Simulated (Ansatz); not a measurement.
```yaml
crystal:
  periodic: [false, false, false]
  atoms:
    - {symbol: B, position_ang: [-0.276385, -1.024128, -0.152796]}
    - {symbol: B, position_ang: [1.104271, -0.253904, -0.032889]}
    - {symbol: Sb, position_ang: [-0.677191, 1.221069, 0.002664]}
basis:
  gaussian: {orbitals: ANO-RCC-VTZP}
total_charge: 2
magnetization: {spin_polarized: true, initial_magnetization: 1}
hamiltonian: {xc: {name: PBE0}, dispersion: d3bj}
scf: {omitted_lower_state_checks: [starts]}
output: {forces: true}
```

```sh
$ ansatz run in.yaml --threads 4 --pin off --events-out ev --progress --plain --max-ram 3916MiB
```

Output, abridged:

```
Functional definition: PBE0
927 factors; integrals over basis functions are off by at most 7.9e-4 eV
mean field evaluation 1: about -177653.2722 eV, gradient 4.2e1 eV
mean field evaluation 2: about -177606.0568 eV, gradient 9.1e1 eV
mean field evaluation 4: about -177662.2624 eV, gradient 1.3e1 eV
mean field evaluation 8: about -177663.3061 eV, gradient 1.1e-1 eV
mean field evaluation 16: about -177663.3311 eV, gradient 1.2e-2 eV
mean field evaluation 32: about -177663.7284 eV, gradient 3.9e-6 eV
mean field -177663.72842507 eV, -6529.0215948210 hartree, gradient 3.5e-6 eV, S^2 0.761867; 0 other end points of the search recorded, 0 dependent functions left out
reference -177663.72849710 eV, -6529.0215974682 hartree; 30, 29 occupied and 98, 99 virtual orbitals, 927 factors
Total energy: -177663.80280852 eV, -6529.0243283622 hartree
Relativity: scalar
Atom 0 at    -0.276385    -1.024128    -0.152796 Å, force     0.369353    -0.206433     0.000288 eV/Å
Atom 1 at     1.104271    -0.253904    -0.032889 Å, force    -0.137806    -0.304959    -0.029546 eV/Å
Atom 2 at    -0.677191     1.221069     0.002664 Å, force    -0.231548     0.511392     0.029259 eV/Å
Dipole moment:     0.624957    -1.042220    -0.052917 e Å
Checks for a lower state left out: starts
```

Hardware: 4 threads of Arm Neoverse V2 on a shared host. Wall time 9 s.

DK, ANO-RCC and x2c sets are all-electron and run with scalar relativity unless a key says otherwise.

The dipole of an ion depends on the origin.
